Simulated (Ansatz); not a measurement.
Ideal-gas functions of `[SH2+][B-](Cl)(Cl)Cl` at 298.15 K and 1 bar, from an Ansatz frequency run at PBE0-D4/def2-TZVP.

Molar mass 151.25 g/mol, point group Cs (symmetry number 1), electronic degeneracy 1, moments of inertia 328.485, 330.044, 335.776 u Å². Harmonic wavenumbers (cm⁻¹, unscaled): 134, 153, 199, 203, 242, 247, 375, 520, 593, 633, 838, 848, 1197, 2693, 2706.

Use S(trans) = R[1.5 ln M + 2.5 ln T − 1.1517]; rotational temperatures θ = 24.2544 K / I; S(rot) = R[ln(√π/σ · √(T³/θAθBθC)) + 1.5]; for each mode x = 1.438777 ν̃/T, S = R[x/(eˣ − 1) − ln(1 − e⁻ˣ)] and H = RT x/(eˣ − 1); 1 cm⁻¹ = 0.0119627 kJ/mol; R = 8.31446 J/(mol·K).

By hand: the entropy, in J/(mol·K).

Translation 171.4. Rotation: θ = 0.0738, 0.0735, 0.0722 K, giving 120.9. Vibration, mode by mode: 12.08, 11.02, 8.96, 8.81, 7.48, 7.33, 4.43, 2.55, 1.93, 1.66, 0.75, 0.72, 0.18, 0.00, 0.00, in all 67.9. Electronic 0.0. Sum 360.2 J/(mol·K).

By hand: H − E and G − E in kJ/mol, counted from the electronic energy.

Zero-point energy ½ × 11581 × 0.0119627 = 69.3; thermal vibration 11.6; translation, rotation and pV give 4 RT = 9.9. H − E = 90.8 kJ/mol, and G − E = 90.8 − 298.15 × 360.2/1000 = -16.6 kJ/mol.

Vibration gives 19 % of the entropy, 12.1 J/(mol·K) of it from the mode under 150 cm⁻¹: soft modes count most, and the harmonic formula is weakest for them. The sum counts one conformer and one mirror image; others add a mixing term.
